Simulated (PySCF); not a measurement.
C3H5, doublet (typed; the unrestricted solution is spin-contaminated), geometry from GFN2-xTB. Base run: HF/STO-3G in PySCF.

PySCF was given this input:
```python
from pyscf import gto, scf

mol = gto.M(
    atom='''
C     1.313529    0.256226   -0.021927
C     0.025909    0.374083   -0.010223
H     1.837879   -0.703925   -0.002493
H     1.970538    1.113360   -0.052235
C    -1.206401   -0.398851    0.024477
H    -1.008352   -1.478408    0.050837
H    -1.788968   -0.136455    0.908191
H    -1.809314   -0.183320   -0.858262
''',
    basis='sto-3g',
    charge=0,
    spin=1,
    verbose=4,
)

mf = scf.UHF(mol)
mf.kernel()
mo_i, mo_e, stable_i, stable_e = mf.stability(internal=True, external=True, return_status=True, nroots=6, tol=1e-6)
print('internally stable:', stable_i, ' externally stable:', stable_e)
if not stable_i:
    umf = mf.copy()
    umf.scf_summary = {}
    umf.kernel(umf.make_rdm1(mo_i, mf.mo_occ))
```

The bond that is stretched is that between atoms 4 and 1. A test that says stable can miss a lower solution.

Variants of this job, named by their change:

```json
[
 {"change": "base", "ΔE vs base (eV)": "0.00", "<S^2>": "1.064", "E after following the instability (Eh)": "-", "<S^2> there": "-", "stability test says": "stable", "outcome": "converged"},
 {"change": "bond × 1.25", "ΔE vs base (eV)": "1.09", "<S^2>": "1.097", "E after following the instability (Eh)": "-", "<S^2> there": "-", "stability test says": "stable", "outcome": "converged"},
 {"change": "bond × 1.5", "ΔE vs base (eV)": "-", "<S^2>": "-", "E after following the instability (Eh)": "-", "<S^2> there": "-", "stability test says": "-", "outcome": "not converged"},
 {"change": "bond × 1.8", "ΔE vs base (eV)": "3.79", "<S^2>": "1.758", "E after following the instability (Eh)": "-", "<S^2> there": "-", "stability test says": "stable", "outcome": "converged"},
 {"change": "bond × 2.2", "ΔE vs base (eV)": "5.97", "<S^2>": "0.796", "E after following the instability (Eh)": "-114.86663", "<S^2> there": "1.90", "stability test says": "internal instability", "outcome": "converged"},
 {"change": "bond × 3.0", "ΔE vs base (eV)": "5.93", "<S^2>": "0.750", "E after following the instability (Eh)": "-114.86281", "<S^2> there": "1.94", "stability test says": "internal instability", "outcome": "converged"}
]
```

On stretching, the SCF can end on different states; <S^2> shows the spin contamination of each.
